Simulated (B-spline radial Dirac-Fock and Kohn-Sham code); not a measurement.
Calculated with an atomic code on a B-spline grid, using Dirac-Fock ΔSCF + Breit + QED. Free neutral atoms.

Problem. Order these X-ray lines by photon energy, lowest first.
A. W Mβ
B. Os Mζ2
C. Ga Lβ6
D. Lu Mζ2
E. Kr Lγ2
F. Ga Lβ3

Solution. C (1113.8 eV), F (1199.5 eV), D (1222.6 eV), B (1478.6 eV), A (1838.2 eV), E (1917.1 eV).
